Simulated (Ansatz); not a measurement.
Reaction (formal exchange of groups at the Si–H bond): `[CH3][AlH][SiH2]S` + `CCl` → `[CH3][AlH][SiH](C)S` + HCl

Gas-phase electronic energies from Ansatz, PBE0-D4/def2-TZVP geometries. CBS: MP2 limit from def2 TZ/QZ plus the TZ coupled-cluster correction, frozen cores. This one scheme is used for every species. Functionals use def2-TZVPP. Each species was taken in one conformer, which may not be the lowest.

`[CH3][AlH][SiH2]S`:

```xyz
11

C     1.863   -0.806   -1.217
Al    0.889    0.494   -0.135
Si   -1.408    0.034    0.622
S    -2.061    1.727    1.777
H     1.279   -1.692   -1.471
H     2.207   -0.347   -2.151
H     2.764   -1.136   -0.688
H     1.579    1.868    0.272
H    -1.487   -1.206    1.451
H    -2.341   -0.189   -0.523
H    -3.286    1.252    2.063
```

`CCl`:

```xyz
5

C     0.014   -0.134   -0.056
Cl   -0.162    1.493    0.626
H    -0.321   -0.116   -1.090
H    -0.594   -0.822    0.526
H     1.062   -0.421   -0.005
```

`[CH3][AlH][SiH](C)S`:

Cartesian coordinates in Å:
```
C 1.949 -0.177 1.906
Al 1.410 -0.846 0.150
Si -0.410 0.244 -1.104
C -1.918 0.678 -0.067
S -0.936 -1.112 -2.694
H 1.703 -0.918 2.677
H 3.033 -0.034 1.954
H 1.468 0.763 2.186
H 2.155 -2.113 -0.461
H 0.081 1.520 -1.716
H -2.356 -0.216 0.382
H -1.641 1.368 0.736
H -2.683 1.161 -0.679
H -1.855 -0.318 -3.271
```

HCl:

Cartesian coordinates in Å:
```
Cl 0.227 -0.587 -0.115
H -0.227 0.587 0.115
```

| level | ΔE (kJ/mol) |
| --- | --- |
| PBE-D4 | -63.6 |
| ωB97M-V | -65.7 |
| B2PLYP | -61.1 |
| PBE | -59.2 |
| MP2/def2-TZVPP | -71.4 |
| SCS-MP2/def2-TZVPP | -64.7 |
| CCSD(T)/def2-TZVPP | -67.3 |
| SCS-MP2/def2-QZVPP | -64.2 |

Task: What does CCSD(T)/CBS give? (Best estimate.)

Result: Computed: -66.4 kJ/mol. The listed levels differ from it by 2.8, 0.7, 5.3, 7.2, -5.0, 1.7, -0.9, 2.2 kJ/mol.

Largest T1 diagnostic among the species: 0.011.

In def2-TZVPP, CCSD(T) changes the Hartree–Fock value by −16.4 kJ/mol (the triples alone add −1.3 kJ/mol) and MP2 by −20.5 kJ/mol. The D4 term adds −6.8 kJ/mol with B3LYP and −4.1 kJ/mol with PBE0; it sums over pairs of atoms, weighted by their polarisabilities, and B3LYP, whose exchange is more repulsive, gets the larger term.

B3LYP here is the variant with VWN-RPA as its local correlation; programs differ in this.
